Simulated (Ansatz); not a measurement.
The lowest singlet and triplet of ClHSi (SMILES [SiH]Cl); geometries from B3LYP-D3(BJ)/def2-TZVP, each state relaxed from the structure named, with no frequency check.
Singlet (charge 0, multiplicity 1):
```
atom    x (Å)    y (Å)   z (Å)
----  -------  -------  ------
Si    -0.9364   0.5951  0.0000
Cl     0.8776  -0.4514  0.0000
H     -1.8095  -0.6567  0.0000
```
Triplet (charge 0, multiplicity 3):
```xyz
3

Si    -0.97715     0.45374     0.00000
Cl     0.92719    -0.34142     0.00000
H     -2.08221    -0.54826     0.00000
```

A positive gap puts the triplet lower; no zero-point energy. U- takes an unrestricted singlet (broken symmetry where lower, unprojected). The triplet is unrestricted in single-reference levels. Active spaces average the two states.

Frozen-core correlation.

Programs: Ansatz (Gaussian basis) for Hartree–Fock, density functionals and correlated methods. Values without a source in brackets are computed.

Predict the gap E(singlet) − E(triplet), adiabatic from U-CCSD/cc-pV(D+d)Z (spin-contaminated).

-32.5 kcal/mol

Doubts at one or more of the structures used: T1 above 0.05 (U-CCSD/cc-pV(D+d)Z (spin-contaminated)).

Ansatz is an electronic-structure program.
